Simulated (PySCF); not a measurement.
## Frontier orbitals and the lowest excitations

C5H10AsNO.
Geometry (PBE0-D3(BJ)/def2-SVP, Å), atoms numbered from 1 in this order:
```xyz
18
C5H10AsNO angstrom
N      2.835   -0.419    0.903
C      1.712    0.346    0.843
O      1.549    1.314    1.559
C      0.676   -0.113   -0.163
C     -0.245    1.021   -0.612
C     -1.642    0.493   -0.913
C     -2.072   -0.387    0.253
As    -0.507   -1.506    0.712
H      2.936   -1.270    0.370
H      3.506   -0.219    1.633
H      1.167   -0.610   -1.013
H      0.185    1.552   -1.477
H     -0.286    1.745    0.218
H     -1.635   -0.103   -1.842
H     -2.349    1.324   -1.074
H     -2.941   -1.023    0.033
H     -2.311    0.216    1.143
H     -0.611   -2.356   -0.558
```

Computed, not measured: TDDFT CAM-B3LYP/def2-SVPD, vertical, gas phase, core orbitals frozen in the response in PySCF. The CAM-B3LYP/def2-SVPD calculation is non-relativistic and has no spin–orbit coupling, an omission that weighs most on arsenic.

Frontier orbitals with the atoms that hold most of them (Löwdin shares over 4%, at most four atoms; ? is withheld):

```tsv
orbital	ε (eV)	atoms
LUMO+2	1.36	As8 20%, C2 12%, O3 9%, C7 8%
LUMO+1	0.95	As8 21%, H18 14%, H11 10%, C4 8%
LUMO	?	?
HOMO	-8.40	As8 60%, C7 9%, C4 9%, H18 7%
HOMO-1	-8.88	?
HOMO-2	-9.39	N1 48%, O3 30%, C2 11%, H9 4%
HOMO-3	-9.95	As8 23%, C7 21%, C4 18%, O3 10%
```

Give the leading atoms of the HOMO-1.

O3 (bonded to C) 64%; C4 (bonded to As, 2 C and H) 11%; C2 (bonded to C, N and O) 10%; N1 (bonded to C and 2 H) 6%. By element: oxygen 64%, carbon 20% or more, nitrogen 6%.

Which atoms hold the LUMO, and with what shares?

As8 (bonded to 2 C and H) 34%; C2 (bonded to C, N and O) 9%; C4 (bonded to As, 2 C and H) 9%; H9 (bonded to N) 8%. By element: arsenic 34%, carbon 18% or more, hydrogen 8% or more.

What is the LUMO energy, and the HOMO–LUMO gap?

ε(LUMO) = 0.80 eV; the gap is 9.20 eV (0.3381 hartree).

The HOMO–LUMO gap is 9.20 eV. Where does the response calculation put the lowest singlet, and from which orbitals?

S1 is at 5.64 eV (f = 0.0007), 3.57 eV below the gap, made of HOMO-1→LUMO (31%), HOMO-1→LUMO+2 (28%), HOMO-1→LUMO+7 (10%). Its leading pair isn't HOMO and LUMO; the energies of that pair differ by 9.68 eV. Without the coupling terms of the response equations the lowest excitation would equal the gap.

Give energy, strength and leading configuration of S2 and S3, and follow the Löwdin shares of the leading atoms from the occupied to the empty orbital.

- S2 (6.00 eV, f 0.089), HOMO→LUMO (84%): As8 60% → 34%, C7 9% → at most 8%, C2 at most 7% → 9%
- S3 (6.28 eV, f 0.036), HOMO→LUMO+1 (81%): As8 60% → 21%, C7 9% → at most 9%, H18 7% → 14%

Löwdin shares depend on the basis, the more so with diffuse functions.

The run took 13 min wall on an Arm Neoverse N1 with one thread, no GPU, on a shared host, and the process peaked at 1.5 GiB of memory.

One conformer stands for the species.
